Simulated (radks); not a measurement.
The numbers below are computed, except where a source is named.
Q: The table gives one normalised radial function P(r) = r R(r) (large component) of Sn+ in [Kr] 4d8 5s2 5p3 (r in bohr). Code: a radial shooting solver on a logarithmic mesh with Libxc functionals. Model: Dirac Kohn-Sham, PBEsol, spin-unpolarised, spherical densities, finite nucleus; open shells are shared between the two j in proportion to 2j + 1; Fermi nuclear charge, rms radius 4.6519 fm.

| r | P |
|---|---|
| 0.00206 | 0.0065 |
| 0.002747 | 0.0097 |
| 0.003635 | 0.0146 |
| 0.004848 | 0.0224 |
| 0.006466 | 0.0348 |
| 0.008624 | 0.0539 |
| 0.0115 | 0.0831 |
| 0.01534 | 0.1263 |
| 0.02046 | 0.1869 |
| 0.02729 | 0.2656 |
| 0.03611 | 0.3527 |
| 0.04816 | 0.4314 |
| 0.06423 | 0.4560 |
| 0.08567 | 0.3662 |
| 0.1143 | 0.1153 |
| 0.1524 | -0.2669 |
| 0.2033 | -0.6142 |
| 0.2711 | -0.6590 |
| 0.3587 | -0.2446 |
| 0.4784 | 0.5055 |
| 0.6381 | 1.1237 |
| 0.8511 | 1.2121 |
| 1.135 | 0.8324 |
| 1.514 | 0.3759 |
| 2.019 | 0.1079 |
| 2.693 | 0.0180 |
| 3.564 | 0.0016 |
| 4.753 | 0.0001 |
| 6.339 | 0.0000 |
| 8.455 | 0.0000 |

Which n and l does it have? It may be an empty orbital.

A: n = 4, l = 1: the number of nodes gives n - l - 1 = 2, the rise at small r points to l (for j = l - 1/2 the large component starts outside the nucleus as r^gamma with gamma = sqrt(l^2 - (Z/c)^2) = 0.93 and the r^(l+1) term takes over further out; the orbital of l - 1 with the same j starts with the same power, but with a larger coefficient, and does not steepen), and the extent must fit the shell. The curve is that of 4p1/2; the two j differ most near the nucleus, where j = l - 1/2 has the larger amplitude, and in heavy atoms j = l - 1/2 is also the more compact. 4p1/2: eigenvalue -116.83 eV, 2 radial nodes at r = 0.126, 0.397 bohr, <r> = 0.853 bohr, 90 % of the charge inside 1.25 bohr.
